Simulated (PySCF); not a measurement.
A structure optimised at PBE-D3(BJ)/def2-SVP, used in a PySCF frequency run:

```xyz
14

O      2.6062    -0.0861     0.5227
C      1.6546     0.0950    -0.5306
Si    -0.0350     0.5852     0.2049
C     -1.0775    -0.8794     0.8542
O     -1.8355    -0.8751    -0.3847
C     -1.5755     0.4424    -0.9299
H      2.7379     0.7851     0.9411
H      2.0024     0.8135    -1.3143
H      1.5460    -0.8846    -1.0428
H      0.1941     1.8059     1.0690
H     -0.5892    -1.8644     1.0146
H     -1.7224    -0.6624     1.7397
H     -2.4016     1.1615    -0.7079
H     -1.4524     0.3931    -2.0334
```
Charge 0, spin multiplicity 1.

Question: Write its SMILES and formula.

Answer: OC[SiH]1COC1, C3H8O2Si

Question: What are its rotational constants (standard atomic weights)?

Answer: 6.1748, 1.6835, 1.5581 GHz
